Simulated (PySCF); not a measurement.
# Dipole moment and polarisability of `[AlH3-][n+]1cccc(S[SiH3])c1`

Compound: C5H10AlNSSi.
Numbering: `[AlH3-:1][n+:2]1[cH:3][cH:4][cH:5][c:6]([S:7][SiH3:8])[cH:9]1` (hydrogens: H10, H11, H12 on Al1; H13 on C3; H14 on C4; H15 on C5; H16, H17, H18 on Si8; H19 on C9)

Structure used (PBE0-D3(BJ)/def2-SVP), in Å, numbered top down from 1:
```
atom  x, y, z in Å
Al1   -2.4057   -1.6805    0.2270
N2    -1.2511   -0.0122   -0.1140
C3    -1.8013    1.1627   -0.4282
C4    -1.0161    2.2877   -0.6604
C5     0.3635    2.1789   -0.5661
C6     0.9416    0.9425   -0.2364
S7     2.7007    0.8657   -0.1243
Si8    3.1391   -1.2261    0.2064
C9     0.0767   -0.1302   -0.0152
H10   -1.8315   -2.6607   -0.9118
H11   -3.8622   -1.0372    0.0020
H12   -1.9554   -2.0359    1.7298
H13   -2.8921    1.1813   -0.4890
H14   -1.4865    3.2387   -0.9153
H15    1.0044    3.0452   -0.7473
H16    4.6263   -1.2327    0.2231
H17    2.5978   -2.0574   -0.9059
H18    2.5843   -1.6953    1.5078
H19    0.4366   -1.1275    0.2540
```

Level: B3LYP/def2-SVPD (PySCF), static field, nuclei fixed, core orbitals frozen in the response. The polarisability tensor in these axes (au):

```
x   188.91  -7.04   4.61
y    -7.04 157.55 -12.44
z     4.61 -12.44 105.20
```

Q: Diagonalise the tensor; give its mean and Δα, where Δα² is half the sum of the squared differences of the eigenvalues.

A: Principal values 102.29, 158.34 and 191.04 au; mean 150.56 au = 22.31 Å³ = 24.82 × 10⁻⁴⁰ C²·m²/J; Δα = 77.74 au (52 % of the mean).

Q: What is the dipole moment, and where does it point?

A: (4.01, 4.50, -1.01) D, 6.11 D in size, pointing from the negative to the positive side. Measured along this direction, the outermost atoms are H11 at the negative end and H15 at the positive end.

Q: Form Σ f/ω² (atomic units) for the 10 lowest TDDFT singlets, given as eV and f, and set it beside the mean polarisability, which is this sum over all singlets: 3.82, 0.0350; 3.92, 0.0012; 4.16, 0.0297; 4.46, 0.0153; 4.59, 0.0004; 4.96, 0.2165; 5.37, 0.0023; 5.41, 0.0062; 5.62, 0.0003; 5.85, 0.0039.

A: They add up to 10.51 au, 7.0 % of the 150.56 au; the largest single term is 6.52 au, from the state at 4.96 eV. Terms in order: 1.78, 0.06, 1.27, 0.57, 0.01, 6.52, 0.06, 0.16, 0.01, 0.08 au. Higher excitations give the rest. The strengths listed sum to 0.311.

Q: What molar refraction does this α imply?

A: Lorentz–Lorenz: R = (4π/3)N_A α = 2.5225 cm³/(mol·Å³) × 22.31 Å³ = 56.3 cm³/mol, in the limit of long wavelengths.

Q: Rayleigh depolarisation ratio (linearly polarised light, static tensor)?

A: ρ = 3Δα²/(45ᾱ² + 4Δα²) = 18129.7/(1020021 + 24172.9) = 0.0174.

Q: Find the Langevin capture rate constant for NH4+ (18.034 u) meeting this molecule (171.012 u), k = 2.342 × 10⁻⁹ cm³/s × √(α in Å³ / reduced mass in u).

A: The reduced mass is 16.31 u, so k = 2.74 × 10⁻⁹ cm³/s. The formula leaves out the permanent dipole, which adds to the capture rate.

Q: Refractivity n − 1 of an ideal gas of it at 273.15 K and 1 atm, from the electronic α?

A: N = p/kT = 2.6868 × 10¹⁹ cm⁻³, so n − 1 = 2π × N × 22.31 × 10⁻²⁴ cm³ = 3766 × 10⁻⁶ at long wavelengths.

One conformer (not necessarily the lowest) at the PBE0-D3(BJ)/def2-SVP geometry, without solvent, vibrations or thermal averaging.
